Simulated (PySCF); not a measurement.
**Br: electron affinity**

Br⁻ [Kr] (1S) → Br [Ar] 3d10 4s2 4p5 (2P), as a difference of total energies. All numbers are calculated (PySCF 2.14, the spin-free X2C one-electron Hamiltonian (Gaussian nucleus), in aug-cc-pVQZ-DK (8s7p5d3f2g, 93 functions)). Correlated levels: valence: [Ar] 3d10 frozen. The calculations carry no spin-orbit coupling.

```json
{"method": "UHF", "electron affinity (eV)": "2.339"}
{"method": "LDA", "electron affinity (eV)": "3.730"}
{"method": "PBE", "electron affinity (eV)": "3.452"}
{"method": "PBE0", "electron affinity (eV)": "3.403"}
{"method": "r2SCAN", "electron affinity (eV)": "3.462"}
{"method": "LC-wPBE", "electron affinity (eV)": "3.361"}
{"method": "wB97X-V", "electron affinity (eV)": "3.404"}
{"method": "wB97X", "electron affinity (eV)": "3.384"}
{"method": "revPBE", "electron affinity (eV)": "3.378"}
{"method": "MP2 (valence)", "electron affinity (eV)": "3.493"}
{"method": "SCS-MP2 (valence)", "electron affinity (eV)": "3.425"}
```

A first-order spin-orbit estimate (lowest level to lowest level, LS coupling) adds -0.151 eV.

Errors of the correlated levels include the incompleteness of this basis and the frozen core.

In the anion the highest occupied orbital energy is positive at PBE, revPBE, a self-interaction effect; the basis confines that electron, and the energy difference can still be sensible.

Problem. Which method comes closest to the reference value, and which is furthest?

Solution. The reference is 3.364 eV (measured; photodetachment measurements, as compiled on the Wikipedia data page of electron affinities). Closest: MP2 (valence) (error -0.022 eV); furthest: UHF (error -1.176 eV), both after the spin-orbit estimate.
